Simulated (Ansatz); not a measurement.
`CC[Si]C` + H₂ → `C[Si]C` + CH₄ at 298.15 K and 1 bar (hydrogenolysis of a C–C bond).

Calculated with Ansatz (gas phase, PBE0-D4/def2-TZVP geometries, no zero-point term in ΔE). CCSD(T)/CBS adds triple-zeta CCSD(T) − MP2 to the extrapolated MP2 energy (def2 sets, frozen cores). This one scheme is used for every species. One conformer a species, not always the lowest.

| species | CCSD(T)/CBS energy (Eh) | H − E (kJ/mol) | S (J/(mol·K)) |
| --- | --- | --- | --- |
| `CC[Si]C` | -408.00123 | 282.7 | 335.0 |
| H₂ | -1.17544 | 35.1 | 130.4 |
| `C[Si]C` | -368.74530 | 203.3 | 296.5 |
| CH₄ | -40.46206 | 127.4 | 186.2 |

H − E and S are ideal-gas, rigid-rotor, harmonic terms from PBE0-D4/def2-TZVP, for one conformer and one mirror image of each species. The MP2-based limit puts H₂ 0.8 mEh under its directly extrapolated value; such offsets cancel only in part. 1 Eh = 2625.50 kJ/mol, R = 8.31446 J/(mol·K).

Question: By hand: ΔE, ΔH, ΔS and ΔG.

Answer: ΔE = (-368.74530) + (-40.46206) − (-408.00123) − (-1.17544) = -0.03069 Eh = -80.6 kJ/mol. Δ(H − E) = 203.3 + 127.4 − 282.7 − 35.1 = 12.9, so ΔH = -67.7 kJ/mol. ΔS = 296.5 + 186.2 − 335.0 − 130.4 = 17.3 J/(mol·K). ΔG = -67.7 − 298.15 × (17.3)/1000 = -72.9 kJ/mol.

Question: By hand: the equilibrium constant, and the temperature at which ΔG would vanish if ΔH and ΔS stayed fixed.

Answer: log₁₀ K = −ΔG/(RT ln 10) = 12.8. ΔH and −TΔS have one sign here, so there is no such temperature.

ΔH outweighs TΔS. A doubt of 5 kJ/mol in ΔE shifts log₁₀ K by 0.9 here. Other conformers and mirror images would add mixing entropy, several J/(mol·K) or more a flexible species. These are equilibria of isolated gas molecules and say nothing of rates. Largest T1 diagnostic: 0.012 (customary marks: 0.02 for closed shells, 0.045 for open ones).
